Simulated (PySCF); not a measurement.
Compound: C6H9BO.
InChI=1S/C6H9BO/c1-7(2)6-4-3-5-8-6/h3-5H,1-2H3

Linear response at CAM-B3LYP/def2-SVPD (PySCF, frozen core in the response, non-relativistic). Geometry: PBE0-D3(BJ)/def2-SVP; no solvent, vibrations or thermal averaging.

Static isotropic polarisability: 89.35 au (13.24 Å³), principal values 60.3, 88.7, 119.1 au.

Task: What is the polarisability at 1064 nm and at the sodium D line?

Result: 90.53 au at 1064 nm (+1.3 %), 93.52 au at 589.3 nm (+4.7 %). The rise at 589.3 nm is 3.53 times that at 1064 nm; a pure ω² law gives 3.26. The lowest singlet lies at 240 nm, shorter than both wavelengths.

Task: What is the isotropic C6 coefficient between two such molecules, C6 = (3/π)∫α(iω)² dω?

Result: 3030 au (Eh·bohr⁶) by a ten-point quadrature over imaginary frequencies, which is 1810 eV·Å⁶ or 175 J·nm⁶/mol.

Task: Which effective excitation energy ω̄ makes London's formula C6 = (3/4)α²ω̄ exact here?

Result: ω̄ = 4·C6/(3α²) = 0.506 Eh = 13.8 eV. A one-pole form α(ω) = α/(1 − ω²/ω̄²) fitted to the 1064 nm value gives 10.2 eV.

Task: What three-body coefficient follows from the one-pole estimate C9 = (3/4)·α·C6?

Result: 203000 au. This is an estimate from the two numbers above, not a computed integral.

Task: How anisotropic is the static polarisability, by Δα² = ½[(α1 − α2)² + (α2 − α3)² + (α3 − α1)²]?

Result: Δα = 50.9 au, or 0.57 of the isotropic value.

Task: The lowest 6 singlets have (eV, f): 5.16, 0.384; 6.14, 0.001; 6.26, 0.024; 6.43, 0.002; 6.54, 0.000; 7.27, 0.035. What share of the static polarisability do they carry in the sum over states α = Σ f/ω²?

Result: 11.68 au, 13.1 % of α; the largest term, 10.67 au, is that of the state at 5.16 eV. Their oscillator strengths add up to 0.45. Higher states carry the rest.

The run took about 80 s of CPU time (one thread, shared machine). This is the whole response run at CAM-B3LYP/def2-SVPD, SCF included.

The values belong to the conformer `[CH3:1][B:2]([CH3:3])[c:4]1[cH:5][cH:6][cH:7][o:8]1`: C1–B2–C4–C5 -175°.
